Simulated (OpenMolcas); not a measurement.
# Mn4+: ligand-field states by method

Mn4+ with 4 ligands (sulfide) in tetrahedral coordination (Td) at 2.14 Å. A charge of +1 e stands 2.8 Å behind each ligand. Ligand basis ANO-RCC-VDZP.

```json
{
 "Program": "OpenMolcas",
 "Basis": "ANO-RCC-VTZP [6s5p3d2f1g]",
 "Scalar Hamiltonian": "DKH2, point nucleus",
 "Active space": "3 electrons in 5 orbitals (3d)",
 "State averaging": "2S+1 = 4 even, 10 roots; 2S+1 = 2 even, 40 roots",
 "Spin-orbit coupling": "RASSI with atomic mean-field integrals over the reference wave functions"
}
```

I. CASSCF
II. SS-CASPT2, IPEA 0.25 Eh, imaginary shift 0.1 Eh (closed shells correlated: 3s 3p and the ligand valence shells)
III. SS-CASPT2, IPEA 0.25 Eh, sigma2 regulariser 0.3 Eh (closed shells correlated: 3s 3p and the ligand valence shells)

Spin-free states (labels of Td) in cm-1, each column counted from its own energy of the first state listed:

| State | Degeneracy | I | II | III |
| --- | --- | --- | --- | --- |
| 4T1 | 3 | 0 | 0 | 0 |
| 4T2 | 3 | 7448 | 10660 | 10910 |
| 2E | 2 | 11548 | 70 | -90 |
| 2S+1 = 2 | 3 | 14581 | 1290 | 1410 |
| 2S+1 = 2 | 3 | 16278 | 2930 | 2830 |
| 4A2 | 1 | 17306 | 22630 | 23270 |

III puts a state of multiplicity 2 lowest, 93 cm-1 below that state.

From I to II, I's first state of the same spin (4T2) moves from 7448 to 10660 cm-1, by about +3200 cm-1.

From I to II, I's first state of another spin (2E) moves from 11548 to 70 cm-1, by about -11000 cm-1.

χT at 300 K: I 1.48, II 1.16, III 1.04 cm3 K/mol.

Roots that are degenerate in the reference are averaged as groups; the widest CASPT2 spread within a group is 1200 cm-1 (the 3-fold group of multiplicity 4 near 15500 cm-1 above the lowest state of its run, III). Shifts and gaps below about the spread of the groups concerned are not significant. Over all roots computed the reference weight is 0.54 to 0.59 in II, 0.54 to 0.59 in III; the roots of lowest weight are the least certain, and an intruder state may touch them. The least metal-like active orbital is 73 % on the metal (Löwdin) and no ligand orbital is active, so the numbers are rough. The sulfide ions are held by bare point charges, a crude embedding. Ligand-to-metal charge-transfer states are missing. This ion would oxidise such ligands; the complex is a model and need not exist. With no ligand orbital active B as a rule stays too high, so bands that hang on it stand too high and its fall with covalency is understated. Spin-orbit coupling mixes the spin-free states strongly: the lowest level takes only 65 % from its leading state, 4T1 (figures for II; the like holds for III). An orbital triplet at a regular site is open to Jahn-Teller coupling, which can distort the site and quench the lowest spin-orbit gaps and is left out (holds for I). Without dynamic correlation the repulsion within the d shell is too large (B by tens of per cent), so at a given field states of lower spin stand too high (holds for I). With metal d orbitals alone and no dynamic correlation the field as a rule comes out too small, by tens of per cent, by up to half for chloride and softer ligands (holds for I). This shell can be high or low spin here, a state of another spin lies low, and with metal d orbitals alone active their balance is uncertain, so the ground spin may be wrong (holds for II). With one d shell and no ligand orbital active, 10Dq can be off by a tenth or more (holds for II; III). An orbital doublet at a regular site is open to a Jahn-Teller distortion, which this geometry leaves out (holds for III). This shell can be high or low spin here, a state of another spin lies low, and with metal d orbitals alone active their balance is uncertain, so the ground spin may be wrong, although the usual error favours high spin (holds for III). The distance lies 1 % under the 2.17 Å that this model takes as the normal distance (a Shannon-type radius plus a fixed donor radius); by an R⁻⁵ law this alone changes a d-shell field by about +7 %. No measured value stands beside these numbers; the geometry was imposed, not optimised, and the real ion may take another.

A state without a sure symmetry label is named by its multiplicity alone.
